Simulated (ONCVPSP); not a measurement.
## PBE ONCV dataset for ytterbium (Yb), scalar-relativistic all-electron reference.

ONCVPSP 4.0.1 was run on this input:

```
# ATOM AND REFERENCE CONFIGURATION
# atsym  z   nc   nv     iexc    psfile
  Yb 70.00   10    4        4      upf
#
#   n    l    f
    1    0    2.00
    2    0    2.00
    2    1    6.00
    3    0    2.00
    3    1    6.00
    3    2   10.00
    4    0    2.00
    4    1    6.00
    4    2   10.00
    4    3   13.00
    5    0    2.00
    5    1    6.00
    5    2    2.00
    6    0    1.00
#
# PSEUDOPOTENTIAL AND OPTIMIZATION
# lmax
    2
#
#   l,   rc,      ep,       ncon, nbas, qcut
    0    2.20    0.00    4    9    5.60
    1    1.85    0.00    4    9    8.90
    2    1.85    0.00    3    6    6.20
#
# LOCAL POTENTIAL
# lloc, lpopt,  rc(5),   dvloc0
    2    5    1.85    0.00
#
# VANDERBILT-KLEINMAN-BYLANDER PROJECTORs
# l, nproj, debl
    0    3    1.10
    1    2    0.70
    2    0    1.00
#
# MODEL CORE CHARGE
# icmod, fcfact, rcfact
    0    0.00    0.00
#
# LOG DERIVATIVE ANALYSIS
# epsh1, epsh2, depsh
   -4.00    5.00    0.02
#
# OUTPUT GRID
# rlmax, drl
    6.00    0.01
#
# TEST CONFIGURATIONS
# ncnf
    4
# nvcnf
#   n    l    f
    4
    5    0    2.00
    5    1    6.00
    5    2    1.00
    6    0    2.00
#
    4
    5    0    2.00
    5    1    6.00
    5    2    1.00
    6    0    1.00
#
    4
    5    0    2.00
    5    1    6.00
    5    2    1.00
    6    0    0.00
#
    4
    5    0    2.00
    5    1    5.00
    5    2    1.00
    6    0    2.00
#
```

Command:

```bash
oncvpsp.x < Yb.dat > Yb.out
```

Resulting log (shortened: citation, most of the input echo, consistency checks and plot data are left out):

```
ONCVPSP  (Optimized Norm-Conservinng Vanderbilt PSeudopotential)
scalar-relativistic version 4.0.1

#   n    l    f        energy (Ha)
    1    0    2.00    -2.2509607E+03
    2    0    2.00    -3.8156085E+02
    2    1    6.00    -3.3627516E+02
    3    0    2.00    -8.6210477E+01
    3    1    6.00    -7.2562189E+01
    3    2   10.00    -5.5956179E+01
    4    0    2.00    -1.7159990E+01
    4    1    6.00    -1.2676320E+01
    4    2   10.00    -6.7768027E+00
    4    3   13.00    -3.1576016E-01
    5    0    2.00    -2.1414663E+00
    5    1    6.00    -1.1040853E+00
    5    2    2.00    -5.1302516E-02
    6    0    1.00    -1.5844624E-01

Reference configufation results
  iterations    35
  all-electron total energy (Ha)   -1.40595157D+04

Begin loop to  construct optimized pseudo wave functions
and semi-local pseudopoentials for all angular momenta

   Wellstate for l =  0  n =  7
     eigenvalue =   0.9416
     asymptotic potential =   1.4416
     half-point radius =  4.2689

Calculating optimized projector #   1

 for l=   0

    Fraction of norm inside rc  0.981076
    Optimizing pswf for qcut=   5.60 a_B^-1,  ecut=  15.70 Ha
    Residual kinetic energy error=  1.25D-06 Ha

    Energy error per electron        Cutoff
         Ha          eV             Ha
         0.01000     0.27211        3.80
         0.00100     0.02721        9.00
         0.00010     0.00272       11.93
         0.00001     0.00027       13.91

Calculating optimized projector #   2

 for l=   0

    Fraction of norm inside rc  0.090483
    Optimizing pswf for qcut=   5.60 a_B^-1,  ecut=  15.70 Ha
    Residual kinetic energy error=  3.14D-06 Ha

    Energy error per electron        Cutoff
         Ha          eV             Ha
         0.01000     0.27211        3.01
         0.00100     0.02721        8.56
         0.00010     0.00272       12.12
         0.00001     0.00027       14.47

Calculating optimized projector #   3

 for l=   0

    Fraction of norm inside rc  0.181630
    Optimizing pswf for qcut=   5.60 a_B^-1,  ecut=  15.70 Ha
    Residual kinetic energy error=  2.13D-05 Ha

    Energy error per electron        Cutoff
         Ha          eV             Ha
         0.01000     0.27211        4.47
         0.00100     0.02721       11.39
         0.00010     0.00272       14.13
         0.00001     0.00027       17.81

WARNING wellstate: negative energy specified for n= 6 l=  1
WARNING scattering state with energy  0.25000000
WARNING will be used for the first projector

   Wellstate for l =  1  n =  6
     eigenvalue =   0.2500
     asymptotic potential =   0.7500
     half-point radius =  4.0816

Calculating optimized projector #   1

 for l=   1

    Fraction of norm inside rc  0.820325
    Optimizing pswf for qcut=   8.90 a_B^-1,  ecut=  39.63 Ha
    Residual kinetic energy error=  7.34D-09 Ha

    Energy error per electron        Cutoff
         Ha          eV             Ha
         0.01000     0.27211       14.53
         0.00100     0.02721       21.59
         0.00010     0.00272       26.59
         0.00001     0.00027       30.59

Calculating optimized projector #   2

 for l=   1

    Fraction of norm inside rc  0.087846
    Optimizing pswf for qcut=   8.90 a_B^-1,  ecut=  39.63 Ha
    Residual kinetic energy error=  6.46D-09 Ha

    Energy error per electron        Cutoff
         Ha          eV             Ha
         0.01000     0.27211        6.90
         0.00100     0.02721       19.49
         0.00010     0.00272       25.45
         0.00001     0.00027       30.01

Calculating optimized projector #   1

 for l=   2

    Fraction of norm inside rc  0.232782
    Optimizing pswf for qcut=   6.19 a_B^-1,  ecut=  19.17 Ha
    Residual kinetic energy error=  2.00D-07 Ha

    Energy error per electron        Cutoff
         Ha          eV             Ha
         0.01000     0.27211        7.25
         0.00100     0.02721       10.45
         0.00010     0.00272       13.15
         0.00001     0.00027       15.54

Construct Vanderbilt / Kleinmman-Bylander projectors

B matrix Hermiticity error, ll=   0
   1   2    1.8775E-04
   1   3   -3.9614E-04
   2   3    4.7937E-05

  Orthonormal projector coefficients  4.2703E+00  6.4969E-01 -1.5629E-01

B matrix Hermiticity error, ll=   1
   1   2    1.5272E-04

  Orthonormal projector coefficients  3.8364E+00 -2.1914E-01

Pseudoatom total energy  -40.938796

Diagnostic tests using Vanderbilt-Kleinman-Bylander pseudopotentials
  1 or more projectors used as specified by nproj input data

   l    rcore       rmatch      e in        delta e   norm test  slope test

   0   2.2049829   2.2719310  -2.1414663   0.0000011   1.0001845   1.0001699
   0   2.2049829   2.2719310  -0.1584462   0.0000009   1.0000214   1.0000172
   0   2.2049829   2.2719310   0.9415537   0.0000110   1.0001687   1.0001687

   1   1.8538039   1.9100894  -1.1040853  -0.0000047   1.0001230   1.0001311
   1   1.8538039   1.9100894   0.2500000   0.0000014   1.0002762   1.0002762

   2   1.8538039   1.9100894  -0.0513025   0.0000029   1.0000129   1.0004052

 Testing for bound ghosts
   n   l    E NL Schr. Eq   E Basis Diag.   E Cutoff

   1   0       -2.141465       -2.141465     92.64
   2   0       -0.158445       -0.137420     92.64

   2   1       -1.104090       -1.104057    115.19

 Testing for highly-localized positive-energy ghosts
       l    <radius>/rc     E Basis Diag.   E Cutoff

Test configuration 0

   n   l     f        eae           eps        diff
   1   0  2.0000-2250.96067924
   2   0  2.0000 -381.56084605
   2   1  6.0000 -336.27515505
   3   0  2.0000  -86.21047743
   3   1  6.0000  -72.56218946
   3   2 10.0000  -55.95617910
   4   0  2.0000  -17.15998975
   4   1  6.0000  -12.67631984
   4   2 10.0000   -6.77680272
   4   3 13.0000   -0.31576016
   5   0  2.0000   -2.14146627   -2.14146516    1.11D-06
   5   1  6.0000   -1.10408528   -1.10408994   -4.66D-06
   5   2  2.0000   -0.05130252   -0.05129960    2.92D-06
   6   0  1.0000   -0.15844624   -0.15844535    8.91D-07

    Total energies and differences
      AE_ref= -1.40595157D+04  AE_tst= -1.40595157D+04  dif=  0.00D+00
      PS_ref= -4.09387960D+01  PS_tst= -4.09387960D+01  dif=  1.49D-13
      PSP excitation error= -1.49D-13

Test configuration 1

   n   l     f        eae           eps        diff
   1   0  2.0000-2250.99505482
   2   0  2.0000 -381.59758084
   2   1  6.0000 -336.31182457
   3   0  2.0000  -86.24646527
   3   1  6.0000  -72.59818079
   3   2 10.0000  -55.99239347
   4   0  2.0000  -17.19641484
   4   1  6.0000  -12.71295355
   4   2 10.0000   -6.81386260
   4   3 13.0000   -0.35324521
   5   0  2.0000   -2.18073494   -2.18154191   -8.07D-04
   5   1  6.0000   -1.14000597   -1.14125695   -1.25D-03
   5   2  1.0000   -0.06836969   -0.06872087   -3.51D-04
   6   0  2.0000   -0.16808910   -0.16826489   -1.76D-04

    Total energies and differences
      AE_ref= -1.40595157D+04  AE_tst= -1.40596194D+04  dif= -1.04D-01
      PS_ref= -4.09387960D+01  PS_tst= -4.10425490D+01  dif= -1.04D-01
      PSP excitation error=  7.19D-05

Test configuration 2

   n   l     f        eae           eps        diff
   1   0  2.0000-2251.24151203
   2   0  2.0000 -381.84271269
   2   1  6.0000 -336.55703023
   3   0  2.0000  -86.49121121
   3   1  6.0000  -72.84293553
   3   2 10.0000  -56.23713252
   4   0  2.0000  -17.44128532
   4   1  6.0000  -12.95784798
   4   2 10.0000   -7.05873097
   4   3 13.0000   -0.59801749
   5   0  2.0000   -2.42579915   -2.42925450   -3.46D-03
   5   1  6.0000   -1.38505784   -1.38793470   -2.88D-03
   5   2  1.0000   -0.29234559   -0.29306195   -7.16D-04
   6   0  1.0000   -0.37011650   -0.37008466    3.18D-05

    Total energies and differences
      AE_ref= -1.40595157D+04  AE_tst= -1.40593528D+04  dif=  1.63D-01
      PS_ref= -4.09387960D+01  PS_tst= -4.07756709D+01  dif=  1.63D-01
      PSP excitation error= -1.38D-04

Test configuration 3

psatom: WARNING lschvkbb convergence error n,l,iter=   3   2   3
ea(ii),et,emin,emax -5.129960E-02 -5.642955E-02 -5.642955E-02 -5.642955E-02
run_config: WARNING for fully non-local PS atom, stg. 1
 WARNING no output for configuration 4

Test configuration 4

   n   l     f        eae           eps        diff
   1   0  2.0000-2251.46141166
   2   0  2.0000 -382.04986937
   2   1  6.0000 -336.76576548
   3   0  2.0000  -86.68686862
   3   1  6.0000  -73.03884745
   3   2 10.0000  -56.43372526
   4   0  2.0000  -17.64042630
   4   1  6.0000  -13.15833820
   4   2 10.0000   -7.26050477
   4   3 13.0000   -0.79518965
   5   0  2.0000   -2.61118315   -2.63886022   -2.77D-02
   5   1  5.0000   -1.55050762   -1.56691122   -1.64D-02
   5   2  1.0000   -0.39082690   -0.39685471   -6.03D-03
   6   0  2.0000   -0.42341953   -0.42613161   -2.71D-03

    Total energies and differences
      AE_ref= -1.40595157D+04  AE_tst= -1.40582831D+04  dif=  1.23D+00
      PS_ref= -4.09387960D+01  PS_tst= -3.96963256D+01  dif=  1.24D+00
      PSP excitation error= -9.86D-03
```

The run took about 7.2 s on one core of a shared server CPU.
